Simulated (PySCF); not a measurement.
Gas-phase reaction: HfF₄ + 4 NH₂ → Hf(NH₂)₄ + 4 F

Method: PySCF energies plus ideal-gas RRHO corrections (1 bar). † marks an energy on the PBE0/def2-TZVP geometry and frequencies; other levels use their own. Open shells (unrestricted): NH₂ (multiplicity 2), F (multiplicity 2); the rest are closed-shell singlets. Spin-orbit splitting is ignored; it lowers the true energy and changes the entropy of F. Hf: scalar-relativistic def2 core potential, no spin-orbit coupling. Hf(NH₂)₄: computed as isolated molecules; such fragments, hydroxides, amides, oligomers or adducts are transient or little studied in the gas.

r2SCAN/def2-TZVP† gives ΔH°(298 K) = 977 kJ.

What do PBE0/def2-SVP†, M06-2X/def2-TZVP†, PBE0/def2-TZVP give?

PBE0/def2-SVP†: 910 kJ; M06-2X/def2-TZVP†: 856 kJ; PBE0/def2-TZVP: 910 kJ. For scale, ΔH°(298 K) is 977 kJ at this level, 906 kJ at ωB97M-V/def2-TZVP†, and runs from 751 to 1019 kJ over the 16 levels computed.
